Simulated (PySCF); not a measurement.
Isomers of C5H13BGeO, from PySCF 2.14.0, PBE0-D3(BJ)/def2-SVP geometry optimisation, gas phase. One conformer each, no zero-point energy, no frequencies.

Problem. Which isomer lies lower at this level?
A. `[GeH3:1][O:2][C@@H:3]1[BH:4][CH2:5][CH2:6][CH2:7][CH2:8]1` with Ge1–O2–C3–B4 -161°, O2–C3–B4–C5 -162°, C3–B4–C5–C6 30°, B4–C5–C6–C7 -42°, C5–C6–C7–C8 58°: A = 3881, B = 588.7, C = 530.6 MHz, dipole 1.64 D
B. `[GeH3:1][O:2][B:3]1[CH2:4][CH2:5][CH2:6][CH2:7][CH2:8]1` with Ge1–O2–B3–C4 176°, O2–B3–C4–C5 152°, B3–C4–C5–C6 45°, C4–C5–C6–C7 -60°, C5–C6–C7–C8 60°: A = 3582, B = 594.5, C = 527.4 MHz, dipole 1.40 D

Solution. B. That is `[GeH3][O]B1CCCCC1`, 55.6 kcal/mol below the other.

```json
{"SMILES": "[GeH3][O]B1CCCCC1", "mapped SMILES": "[GeH3:1][O:2][B:3]1[CH2:4][CH2:5][CH2:6][CH2:7][CH2:8]1", "E (Eh)": "-2374.43703", "relative (kcal/mol)": "0.0", "relative (kJ/mol)": "0.0", "dipole (D)": "1.40"}
{"SMILES": "[GeH3][O][C@@H]1BCCCC1", "mapped SMILES": "[GeH3:1][O:2][C@@H:3]1[BH:4][CH2:5][CH2:6][CH2:7][CH2:8]1", "E (Eh)": "-2374.34849", "relative (kcal/mol)": "55.6", "relative (kJ/mol)": "232.5", "dipole (D)": "1.64"}
```

As drawn, the lower has a B–O bond, which the higher lacks.
